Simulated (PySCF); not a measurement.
Compound: C₅H₈OSi.
Geometry (PBE0-D3(BJ)/def2-SVP, Å), atoms numbered from 1 in this order:
```xyz
15
C5H8OSi angstrom
Si    -2.3046    0.5870    0.2269
C     -1.0926   -0.8674    0.1493
C      0.3061   -0.4175   -0.1156
C      1.1981    0.2286    0.8085
C      2.3423    0.4870    0.1163
O      2.2298    0.0602   -1.1547
C      1.0013   -0.4831   -1.2909
H     -2.3231    1.3053   -1.0830
H     -3.6861    0.0982    0.5325
H     -1.8886    1.5435    1.2976
H     -1.4352   -1.5607   -0.6353
H     -1.1518   -1.4185    1.1026
H      1.0031    0.4633    1.8531
H      3.2873    0.9504    0.3878
H      0.7544   -0.8791   -2.2728
```

The closed-shell ground state was solved at several levels (PySCF, density fitting, gas phase, non-relativistic).

```csv
level,basis functions,HOMO (eV),LUMO (eV),gap (eV),dipole (D)
PBE0/pcSseg-1,166,-6.51,0.30,6.81,0.71
CAM-B3LYP/def2-SVPD,211,-7.79,1.14,8.93,0.82
```

(1) What might KT3/pcSseg-1 (166 basis functions) give for the same quantities?

(2) Over all these levels, which gives the widest orbital gap and which the narrowest?

(3) How far do the dipole and the HOMO energy spread over the levels?

Answers

(1) HOMO -5.44 eV, LUMO -0.60 eV, gap 4.84 eV, dipole 0.65 D.

(2) CAM-B3LYP/def2-SVPD (range-separated hybrid) has the widest, 8.93 eV, and KT3/pcSseg-1 (GGA) the narrowest, 4.84 eV. Functional and basis both differ between the two, so the spread mixes both effects.

(3) The dipole runs from 0.65 to 0.82 D (mean 0.73 D) and the HOMO from -7.79 to -5.44 eV.

One conformer stands for the species.
